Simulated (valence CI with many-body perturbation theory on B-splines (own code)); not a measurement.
Re XLV: calculated level list

Computed by relativistic CI+MBPT: three valence electrons over a frozen Dirac-Fock core [Ar] 3d10, radial functions for each j: 11 s, 11 p, 10 d, 8 f, 5 g, 2 h, with the one-electron correlation potential Σ1 (screened to all orders), the two-electron term Σ2, the three-electron term Σ3, Breit, model QED; selected single and double excitations, second order for the rest, scaled by the run's own slope (own B-spline code, finite nucleus).

No measured spectrum was set against this ion. As an estimate, large intervals hold to a few tenths of a per cent, small ones and those within an open d or f shell to about a per cent.

Levels 1 to 45 of 187, with energies above the lowest level, (4s^2 4p1/2) J=1/2. "Leading %" is the weight of the configuration and term that name the level; weights of strongly mixed levels are sums over their largest components and can fall short. In the jj column 3d3/2^4 stands for four electrons in 3d with j = 3/2. Lifetimes count E1, E2, E3, M1 and M2 decay at the calculated energies, and are blank where another channel may lead or the interval is too uncertain; long ones can be off by a factor of two.

| No. | Configuration | Term | J | E (eV) | Leading % | Second component | g | Lifetime | Leading jj |
| --- | --- | --- | --- | --- | --- | --- | --- | --- | --- |
| 1 | 4s²4p | ²P° | 1/2 | 0.00 | 100 |  | 0.659 |  | 4s^2 4p1/2 (100 %) |
| 2 | 4s4p² | ⁴P | 1/2 | 99.34 | 57 | 29 % 4s4p² ²S | 2.183 | 31.8 ps | 4s 4p1/2^2 (98 %) |
| 3 | 4s²4p | ²P° | 3/2 | 105.50 | 99 |  | 1.329 | 174 ns | 4s^2 4p3/2 (99 %) |
| 4 | 4s4p² | ⁴P | 3/2 | 191.35 | 91 | 7 % 4s4p² ²D | 1.656 | 177 ps | 4s 4p1/2 4p3/2 (99 %) |
| 5 | 4s4p² | ²D | 5/2 | 199.92 | 59 | 41 % 4s4p² ⁴P | 1.357 | 69.1 ps | 4s 4p1/2 4p3/2 (98 %) |
| 6 | 4s4p² | ²D | 3/2 | 212.03 | 63 | 31 % 4s4p² ²P | 0.979 | 2.39 ps | 4s 4p1/2 4p3/2 (95 %) |
| 7 | 4s4p² | ²P | 1/2 | 214.53 | 70 | 27 % 4s4p² ⁴P | 1.238 | 1.26 ps | 4s 4p1/2 4p3/2 (97 %) |
| 8 | 4s²4d | ²D | 3/2 | 269.85 | 94 | 4 % 4s4p² ²P | 0.819 | 759 fs | 4s^2 4d3/2 (94 %) |
| 9 | 4s²4d | ²D | 5/2 | 287.26 | 75 | 19 % 4s4p² ⁴P | 1.271 | 7.05 ps | 4s^2 4d5/2 (75 %) |
| 10 | 4s4p² | ⁴P | 5/2 | 306.80 | 40 | 36 % 4s4p² ²D | 1.358 | 2.03 ps | 4s 4p3/2^2 (75 %) |
| 11 | 4p³ | ²P° | 3/2 | 311.60 | 45 | 27 % 4p³ ²D° | 1.324 | 2.68 ps | 4p1/2^2 4p3/2 (94 %) |
| 12 | 4s4p² | ²S | 1/2 | 319.97 | 69 | 16 % 4s4p² ⁴P | 1.900 | 1.83 ps | 4s 4p3/2^2 (98 %) |
| 13 | 4s4p² | ²P | 3/2 | 323.65 | 62 | 29 % 4s4p² ²D | 1.194 | 870 fs | 4s 4p3/2^2 (97 %) |
| 14 | 4s4p4d | ⁴F° | 3/2 | 348.10 | 79 | 16 % 4s4p4d ²D° | 0.500 | 16.9 ps | 4s 4p1/2 4d3/2 (98 %) |
| 15 | 4s4p4d | ⁴F° | 5/2 | 355.32 | 49 | 24 % 4s4p4d ²F° | 1.040 | 27.4 ps | 4s 4p1/2 4d3/2 (95 %) |
| 16 | 4s4p4d | ⁴D° | 1/2 | 368.68 | 61 | 32 % 4s4p4d ²P° | 0.393 | 722 fs | 4s 4p1/2 4d3/2 (98 %) |
| 17 | 4s4p4d | ⁴D° | 3/2 | 369.84 | 38 | 22 % 4s4p4d ⁴P° | 1.301 | 713 fs | 4s 4p1/2 4d3/2 (90 %) |
| 18 | 4s4p4d | ⁴P° | 5/2 | 378.54 | 38 | 28 % 4s4p4d ⁴D° | 1.352 | 2.89 ps | 4s 4p1/2 4d5/2 (97 %) |
| 19 | 4s4p4d | ⁴F° | 7/2 | 383.91 | 48 | 29 % 4s4p4d ²F° | 1.248 | 3.91 ps | 4s 4p1/2 4d5/2 (96 %) |
| 20 | 4s4p4d | ²F° | 5/2 | 389.31 | 42 | 18 % 4s4p4d ²D° | 1.077 | 3.52 ps | 4s 4p1/2 4d5/2 (90 %) |
| 21 | 4s4p4d | ²D° | 3/2 | 389.73 | 35 | 28 % 4s4p4d ²P° | 1.174 | 2.33 ps | 4s 4p1/2 4d5/2 (75 %) |
| 22 | 4p³ | ²D° | 5/2 | 417.10 | 83 | 15 % 4s4p4d ²F° | 1.143 | 1.33 ps | 4p1/2 4p3/2^2 (83 %) |
| 23 | 4p³ | ²D° | 3/2 | 417.48 | 42 | 39 % 4p³ ⁴S° | 1.342 | 830 fs | 4p1/2 4p3/2^2 (81 %) |
| 24 | 4p³ | ²P° | 1/2 | 422.87 | 94 | 5 % 4s4p4d ²P° | 0.660 | 1.31 ps | 4p1/2 4p3/2^2 (94 %) |
| 25 | 4s²4f | ²F° | 5/2 | 457.47 | 73 | 15 % 4s4p4d ²F° | 0.883 | 3.07 ps | 4s^2 4f5/2 (73 %) |
| 26 | 4s²4f | ²F° | 7/2 | 461.69 | 39 | 31 % 4s4p4d ⁴F° | 1.195 | 1.68 ps | 4s 4p3/2 4d3/2 (53 %) |
| 27 | 4s4p4d | ⁴D° | 3/2 | 462.21 | 43 | 39 % 4s4p4d ⁴P° | 1.327 | 940 fs | 4s 4p3/2 4d3/2 (98 %) |
| 28 | 4s4p4d | ⁴P° | 1/2 | 462.26 | 86 | 13 % 4s4p4d ⁴D° | 2.308 | 1.03 ps | 4s 4p3/2 4d3/2 (99 %) |
| 29 | 4s4p4d | ⁴D° | 5/2 | 462.70 | 50 | 16 % 4s4p4d ²D° | 1.241 | 890 fs | 4s 4p3/2 4d3/2 (85 %) |
| 30 | 4p²4d | ²D | 3/2 | 464.77 | 39 | 36 % 4p²4d ⁴F | 0.771 | 6.74 ps | 4p1/2^2 4d3/2 (98 %) |
| 31 | 4s²4f | ²F° | 7/2 | 470.19 | 49 | 32 % 4s4p4d ⁴D° | 1.239 | 1.92 ps | 4s^2 4f7/2 (49 %) |
| 32 | 4s4p4d | ⁴F° | 9/2 | 473.64 | 100 |  | 1.329 | 198 ns | 4s 4p3/2 4d5/2 (100 %) |
| 33 | 4s4p4d | ²D° | 3/2 | 476.36 | 64 | 23 % 4s4p4d ⁴P° | 0.986 | 706 fs | 4s 4p3/2 4d3/2 (75 %) |
| 34 | 4s4p4d | ²P° | 1/2 | 485.28 | 73 | 21 % 4s4p4d ⁴D° | 0.587 | 536 fs | 4s 4p3/2 4d3/2 (92 %) |
| 35 | 4s4p4d | ²D° | 5/2 | 485.44 | 46 | 38 % 4s4p4d ⁴P° | 1.349 | 2.21 ps | 4s 4p3/2 4d5/2 (98 %) |
| 36 | 4s4p4d | ²P° | 3/2 | 489.48 | 40 | 30 % 4s4p4d ²D° | 1.184 | 1.82 ps | 4s 4p3/2 4d5/2 (66 %) |
| 37 | 4s4p4d | ²F° | 5/2 | 489.81 | 49 | 20 % 4s4p4d ²D° | 0.951 | 476 fs | 4s 4p3/2 4d3/2 (78 %) |
| 38 | 4s4p4d | ²F° | 7/2 | 492.50 | 80 | 14 % 4s4p4d ⁴D° | 1.185 | 1.89 ps | 4s 4p3/2 4d5/2 (87 %) |
| 39 | 4p²4d | ²D | 5/2 | 492.89 | 30 | 22 % 4p²4d ⁴D | 1.192 | 3.03 ps | 4p1/2^2 4d5/2 (95 %) |
| 40 | 4s4p4d | ²F° | 7/2 | 503.15 | 62 | 22 % 4s4p4d ⁴D° | 1.206 | 845 fs | 4s 4p3/2 4d5/2 (84 %) |
| 41 | 4s4p4d | ²P° | 1/2 | 504.41 | 88 | 5 % 4s4p4d ⁴D° | 0.692 | 1.60 ps | 4s 4p3/2 4d5/2 (92 %) |
| 42 | 4s4p4d | ²P° | 3/2 | 508.23 | 78 | 7 % 4s4p4d ²D° | 1.305 | 925 fs | 4s 4p3/2 4d5/2 (97 %) |
| 43 | 4s4p4d | ²D° | 5/2 | 512.17 | 58 | 32 % 4s4p4d ²F° | 1.092 | 725 fs | 4s 4p3/2 4d5/2 (91 %) |
| 44 | 4p³ | ²P° | 3/2 | 534.26 | 44 | 26 % 4p³ ²D° | 1.244 | 546 fs | 4p3/2^3 (83 %) |
| 45 | 4s4p4f | ⁴G | 5/2 | 547.98 | 47 | 14 % 4s4p4f ⁴F | 0.797 | 4.84 ps | 4s 4p1/2 4f5/2 (86 %) |

The ionisation energy to 4s² ¹S0 of the next ion comes out as 2303.3 eV (NIST: 2302 ± 4 eV (theoretical)). All 187 levels together are meant to be complete up to 855.95 eV.
